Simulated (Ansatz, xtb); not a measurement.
**Relaxing a trial structure of C2H2GaN**

The starting geometry of this gas-phase triplet was built from a drawn formula by distance geometry and a force field; its bonds are those of `[Ga][N]1C=C1`.

```tsv
atom	x (Å)	y (Å)	z (Å)
C	-0.4766	-0.9203	-1.7756
C	-0.6110	-0.4710	-0.5022
Ga	-3.4727	-2.1979	-0.9459
N	-1.6119	-1.2906	-1.0587
H	0.0596	-0.9283	-2.7226
H	-0.2430	0.0560	0.3763
```

**Question.** Predict what it relaxes into with r2SCAN-D4/def2-SVP.

**Answer.** It keeps its bonds, and is `[Ga][N]1C=C1`.

The energy falls by 0.85 eV over 12 steps:

```tsv
step	E − E(last) (eV)
1	0.849
2	0.680
3	0.454
5	0.134
6	0.083
7	0.007
8	0.003
10	0.000
11	0.000
12	0.000
```

Final geometry (Å):

| atom | x (Å) | y (Å) | z (Å) |
| --- | --- | --- | --- |
| C | -0.3008 | -1.1774 | -1.7221 |
| C | -0.4371 | -0.7430 | -0.3501 |
| Ga | -3.3322 | -1.9630 | -1.0107 |
| N | -1.4825 | -1.4153 | -1.0028 |
| H | -0.2592 | -0.6793 | -2.7012 |
| H | -0.5438 | 0.2259 | 0.1581 |

From the same start GFN2-xTB ends elsewhere, differing in C1–Ga3 (2.38 against 3.21 Å here), C2–Ga3 (2.39 against 3.21 Å here).

The end wasn't checked by frequencies. Open shells are spin-unrestricted. The triplet needn't be the ground state. Run with Ansatz 0.2.0, 77 s on 2 threads of Arm Neoverse V1, on a shared host.
